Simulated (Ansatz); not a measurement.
Cost and result for the atomization energy of CH7BO4 (13 atoms, 11 bonds).

```xyz
13

C     1.818   -1.069    0.257
O     0.433   -1.365    0.384
B    -1.395    1.222   -0.452
O    -2.038    2.364   -0.833
O    -1.095    1.039    0.878
O    -1.079    0.323   -1.432
H     2.339   -1.177    1.212
H     1.889   -0.031   -0.067
H     2.295   -1.704   -0.495
H     0.325   -2.277    0.662
H    -2.214    2.927   -0.077
H    -0.641    0.202    1.034
H    -0.637   -0.453   -1.071
```

Charge 0, multiplicity 1. The bonds changed during the relaxation, so this is another structure than the one it started from. The geometry is a stationary point of PBE0-D4/def2-TZVP. It is one conformer, not always the lowest. Program: Ansatz. All runs use 4 threads of an Arm Neoverse V2 on a shared host. Times are those of one run each, without the atoms' runs, and a repeat can differ threefold. Electronic energies, without spin–orbit coupling; frozen cores. CCSD(T)/CBS adds CCSD(T) − MP2 in def2-TZVPP to the MP2 limit, and its time is that of the two runs behind it. T1 = 0.011. HSE06 is the plane-wave form, built on full-range PBE exchange.

CCSD(T)/CBS is a level of theory with its own doubt, some kJ/mol a heavy atom from the limit and from the frozen cores, so smaller differences don't rank the functionals.

| level | functions | wall time | atomization (kJ/mol) | difference from CCSD(T)/CBS | per bond |
| --- | --- | --- | --- | --- | --- |
| LDA (SPW92)/def2-TZVPP | 284 | 1.3 s | 6063.4 | 814.4 | 74.0 |
| revPBE-D4/def2-TZVPP | 284 | 2.2 s | 5183.8 | -65.2 | -5.9 |
| PBE-D4/def2-TZVPP (with forces) | 284 | 2.8 s | 5342.7 | 93.7 | 8.5 |
| HSE06-D4/def2-TZVPP | 284 | 3.1 s | 5213.9 | -35.1 | -3.2 |
| r2SCAN-D4/def2-TZVPP (with forces) | 284 | 4.7 s | 5246.9 | -2.1 | -0.2 |
| B2PLYP/def2-TZVPP | 284 | 6 s | 5189.7 | -59.3 | -5.4 |
| ωB97X-V/def2-TZVPP | 284 | 8 s | 5224.6 | -24.4 | -2.2 |
| B97M-V/def2-TZVPP | 284 | 9.5 s | 5224.3 | -24.7 | -2.3 |
| ωB97M-V/def2-TZVPP (with forces) | 284 | 11 s | 5254.1 | 5.1 | 0.5 |
| CCSD(T)/def2-SVP | 119 | 12 s | 4968.6 | -280.4 | -25.5 |
| MP2/def2-QZVPP | 552 | 30 s | 5325.2 | 76.2 | 6.9 |
| CCSD(T)/def2-TZVPP | 284 | 6.8 min | 5109.8 | -139.2 | -12.7 |
| CCSD(T)/CBS(def2) | – | 7.3 min | 5249.0 | 0.0 | 0.0 |

At CCSD(T), def2-SVP lies −280.4 kJ/mol from the extrapolated value and def2-TZVPP −139.2 kJ/mol: correlation converges slowly with the basis, and small sets miss more of it in the bonded molecule than in its fragments. The D4 term adds +28.6 kJ/mol with B3LYP and +15.4 kJ/mol with PBE0; it sums over pairs of atoms, weighted by their polarisabilities, and B3LYP, whose exchange is more repulsive, gets the larger term. From PBE to PBE0 (25 % exact exchange), in def2-TZVPP and without D4, the atomization energy moves by −131.3 kJ/mol: exact exchange takes away binding that semilocal exchange gives to molecules.

B3LYP here is the variant with VWN-RPA as its local correlation; programs differ in this.
